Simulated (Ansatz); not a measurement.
`[OH][Ge]([Cl])([Cl])[Cl]` → Cl₂ + `[OH][Ge][Cl]` at 600 K and 1 bar (germylene formation by 1,1-elimination).

Program: Ansatz. Geometries: PBE0-D4/def2-TZVP. ΔE: electronic, gas phase. CBS: MP2 limit from def2 TZ/QZ plus the TZ coupled-cluster correction, frozen cores. This one scheme is used for every species. For Ge outer-core shells are correlated without core-valence functions, which leaves a few kJ/mol of doubt a bond. Scalar relativity is left out up to krypton. Each species was taken in one conformer, which may not be the lowest.

| species | CCSD(T)/CBS energy (Eh) | H − E (kJ/mol) | S (J/(mol·K)) |
| --- | --- | --- | --- |
| `[OH][Ge]([Cl])([Cl])[Cl]` | -3531.37835 | 103.0 | 449.3 |
| Cl₂ | -919.51390 | 23.2 | 247.3 |
| `[OH][Ge][Cl]` | -2611.73425 | 71.6 | 337.8 |

H − E and S are ideal-gas, rigid-rotor, harmonic terms from PBE0-D4/def2-TZVP, for one conformer and one mirror image of each species. 1 Eh = 2625.50 kJ/mol, R = 8.31446 J/(mol·K).

Task: By hand: ΔE, ΔH, ΔS and ΔG.

Result: ΔE = (-919.51390) + (-2611.73425) − (-3531.37835) = 0.13020 Eh = 341.8 kJ/mol. Δ(H − E) = 23.2 + 71.6 − 103.0 = -8.2, so ΔH = 333.6 kJ/mol. ΔS = 247.3 + 337.8 − 449.3 = 135.8 J/(mol·K). ΔG = 333.6 − 600 × (135.8)/1000 = 252.1 kJ/mol.

Task: By hand: the equilibrium constant, and the temperature at which ΔG would vanish if ΔH and ΔS stayed fixed.

Result: log₁₀ K = −ΔG/(RT ln 10) = -21.9. ΔG = 0 at ΔH/ΔS = 2457 K.

The number of gas molecules changes by +1, which sets the sign of ΔS. A doubt of 5 kJ/mol in ΔE shifts log₁₀ K by 0.4 here. Other conformers and mirror images would add mixing entropy, several J/(mol·K) or more a flexible species. These are equilibria of isolated gas molecules and say nothing of rates. Largest T1 diagnostic: 0.014 (customary marks: 0.02 for closed shells, 0.045 for open ones).
